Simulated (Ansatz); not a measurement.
`CCC(F)CC(F)CC(F)CC(C)F` was relaxed with r2SCAN-D4 (def2-SVP) in Ansatz in these states: charge +1 doublet, charge -1 doublet, neutral singlet. The geometries follow in no particular order.

A:

| atom | x (Å) | y (Å) | z (Å) |
| --- | --- | --- | --- |
| C1 | -3.441 | 0.309 | 2.993 |
| C2 | -3.568 | 0.447 | 1.482 |
| C3 | -2.413 | 1.195 | 0.827 |
| F4 | -2.747 | 1.348 | -0.524 |
| C5 | -1.087 | 0.480 | 0.940 |
| C6 | 0.012 | 1.052 | 0.089 |
| F7 | 0.037 | 2.468 | 0.155 |
| C8 | 1.370 | 0.507 | 0.473 |
| C9 | 2.443 | 0.763 | -0.576 |
| F10 | 3.700 | 0.626 | 0.039 |
| C11 | 2.386 | -0.120 | -1.809 |
| C12 | 2.187 | -1.596 | -1.589 |
| C13 | 2.428 | -2.407 | -2.833 |
| F14 | 2.984 | -2.082 | -0.526 |
| H15 | -2.590 | -0.334 | 3.270 |
| H16 | -4.348 | -0.138 | 3.432 |
| H17 | -3.286 | 1.291 | 3.477 |
| H18 | -4.500 | 0.982 | 1.222 |
| H19 | -3.622 | -0.551 | 1.003 |
| H20 | -2.338 | 2.222 | 1.244 |
| H21 | -1.194 | -0.600 | 0.567 |
| H22 | -0.790 | 0.436 | 2.003 |
| H23 | -0.210 | 0.798 | -0.980 |
| H24 | 1.270 | -0.583 | 0.649 |
| H25 | 1.689 | 0.978 | 1.419 |
| H26 | 2.371 | 1.823 | -0.892 |
| H27 | 1.480 | 0.208 | -2.417 |
| H28 | 3.288 | 0.084 | -2.414 |
| H29 | 1.115 | -1.771 | -1.257 |
| H30 | 3.416 | -2.218 | -3.285 |
| H31 | 2.331 | -3.483 | -2.613 |
| H32 | 1.630 | -2.133 | -3.569 |

B:

```xyz
32

C    -3.1942    3.4859    0.2660
C    -1.9573    3.3540   -0.6151
C    -0.9103    2.4050   -0.0610
F     0.2333    2.5076   -0.8639
C    -1.3180    0.9435   -0.0395
C    -0.2233    0.0542    0.5159
F    -0.0056    0.4187    1.8552
C    -0.5433   -1.4254    0.4671
C     0.4806   -2.2857    1.1946
F     0.0559   -3.6064    1.1049
C     1.9118   -2.1825    0.6801
C     2.0773   -2.2237   -0.8312
C     3.5179   -2.3571   -1.2719
F     1.3556   -3.3054   -1.3370
H    -3.7569    2.5416    0.3354
H    -3.8812    4.2466   -0.1336
H    -2.9232    3.7888    1.2909
H    -1.4690    4.3361   -0.7334
H    -2.2319    3.0174   -1.6309
H    -0.6126    2.7146    0.9586
H    -1.5598    0.6224   -1.0682
H    -2.2252    0.8127    0.5741
H     0.7174    0.2748   -0.0194
H    -0.6072   -1.7588   -0.5821
H    -1.5306   -1.6078    0.9250
H     0.4773   -2.0183    2.2661
H     2.3594   -1.2462    1.0571
H     2.4800   -3.0127    1.1343
H     1.6346   -1.3162   -1.2859
H     3.9592   -3.2759   -0.8555
H     3.5788   -2.4060   -2.3690
H     4.1105   -1.4956   -0.9276
```

C:

Cartesian coordinates in Å:
```
C 4.4785 1.5171 0.0362
C 3.8271 0.4088 0.8287
C 2.3041 0.5922 1.0493
F 1.8678 -0.3400 1.9568
C 1.5618 0.3503 -0.2710
C 0.0500 0.5836 -0.0351
F -0.1521 1.9014 0.3120
C -0.6997 0.2961 -1.3118
C -2.2254 0.6387 -1.1357
F -2.7856 0.4232 -2.3583
C -2.9739 -0.0977 -0.0673
C -2.7435 -1.6372 -0.0453
C -3.7599 -2.3852 0.7667
F -2.7500 -2.0776 -1.3524
H 4.2470 1.4783 -1.0404
H 5.5760 1.4098 0.1082
H 4.2197 2.5148 0.4227
H 4.2001 0.3869 1.8737
H 4.0249 -0.5881 0.4018
H 2.0808 1.5967 1.4478
H 1.7208 -0.6860 -0.6079
H 1.9303 1.0418 -1.0446
H -0.2684 -0.0441 0.8163
H -0.6331 -0.7619 -1.6116
H -0.3299 0.9233 -2.1369
H -2.2342 1.7343 -0.9338
H -2.7168 0.3014 0.9273
H -4.0506 0.0720 -0.2441
H -1.7125 -1.8024 0.3388
H -4.7687 -2.2552 0.3440
H -3.5235 -3.4607 0.7565
H -3.7613 -2.0344 1.8094
```

Question: Judge from the bond lengths which geometry belongs to which state (an estimate).

Answer: A is the charge -1 doublet (C11–C12 1.505 Å, C8–C9 1.522 Å, C5–H21 1.148 Å); B is the neutral singlet (C11–C12 1.521 Å, C8–C9 1.522 Å, C5–H21 1.104 Å); C is the charge +1 doublet (C11–C12 1.557 Å, C8–C9 1.574 Å, C5–H21 1.101 Å).

At r2SCAN-D4/def2-SVP the highest occupied level of the relaxed charge -1 doublet lies above zero (up to 3.93 eV). By energy differences it is unbound by 2.49 eV (each at its own geometry, against the charge 0 singlet, at PBE0-D4/def2-SVP) and held by the finite basis.
